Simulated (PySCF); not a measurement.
**Two-component Hartree-Fock for Se⁷⁺ (selenium, charge +7)**

Start: [Ar] 3d9; 3d3/2 filled at m_j = -3/2, -1/2, +1/2, +3/2; 3d5/2 filled at m_j = -3/2, -1/2, +1/2, +3/2, +5/2. Calculated with PySCF 2.14 in an even-tempered Gaussian basis (18 s from 0.34 bohr⁻², ratio 2.8; 13 p from 0.45 bohr⁻², ratio 2.8; 9 d from 0.45 bohr⁻², ratio 2.8; 4 f from 3.5 bohr⁻², ratio 3): generalised Hartree-Fock with the X2C-1e Hamiltonian and a Gaussian nucleus; spin-orbit coupling (SO) screened by Boettger's factors.

```
spinor shell  electrons  ε, screened SO (eV)  weight of nominal j (screened SO)  rms radius, screened SO (bohr)
       1s1/2          2             -12864.3                              1.000                          0.0508
       2s1/2          2              -1821.8                              1.000                           0.212
       2p1/2          2              -1642.2                              1.000                           0.187
       3s1/2          2              -369.52                              1.000                           0.606
       3p1/2          2              -307.19                              0.971                           0.617
       3p3/2          4              -298.48                              0.985                           0.627
       3d3/2          4              -191.63                              0.881                           0.649
       3d5/2          5              -189.55                              0.905                           0.653
```

Where does 2p3/2 lie, and what is the 2p spin-orbit splitting (screened SO)?

At -1598.8 eV, 43.375 eV above 2p1/2.

```csv
quantity,screened SO
E (hartree),-2413.31258
M_J,5/2
⟨J²⟩,8.751
⟨L²⟩,6.004
⟨S²⟩,0.753
```

Each row is a mean over spinors that exchange with the open shell spreads, by up to 10.173 eV (3p3/2).

Rows whose weight is well below 1 are mixtures of j = l ± 1/2: exchange outweighs spin-orbit coupling there, and the label is only the starting occupation.
